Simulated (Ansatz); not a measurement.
Gas-phase electronic energies from Ansatz, PBE0-D4/def2-TZVP geometries. CBS: MP2 limit from def2 TZ/QZ plus the TZ coupled-cluster correction, frozen cores. This one scheme is used for every species. Functionals use def2-TZVPP. One conformer a species, not always the lowest.

`N[Si@H](F)O[Si@@H](N)O` + `CNC` → `CN(C)[SiH](N)F` + `N[SiH](O)O`  (ligand exchange at the Si–O bond)

```json
{"level": "r2SCAN-D4", "ΔE (kcal/mol)": "15.5"}
{"level": "PBE0-D4", "ΔE (kcal/mol)": "14.4"}
{"level": "ωB97M-V", "ΔE (kcal/mol)": "15.1"}
{"level": "B2PLYP", "ΔE (kcal/mol)": "15.8"}
```

Q: What does CCSD(T)/CBS give? (An estimate is asked.)

A: The calculation gave: +15.2 kcal/mol. The listed levels differ from it by 0.3, -0.8, -0.1, 0.6 kcal/mol.

Largest T1 diagnostic among the species: 0.011.

In def2-TZVPP, CCSD(T) changes the Hartree–Fock value by −5.1 kcal/mol (the triples alone add −0.8 kcal/mol) and MP2 by −5.8 kcal/mol. From PBE to PBE0 (25 % exact exchange), in def2-TZVPP and without D4, ΔE moves by +1.0 kcal/mol.
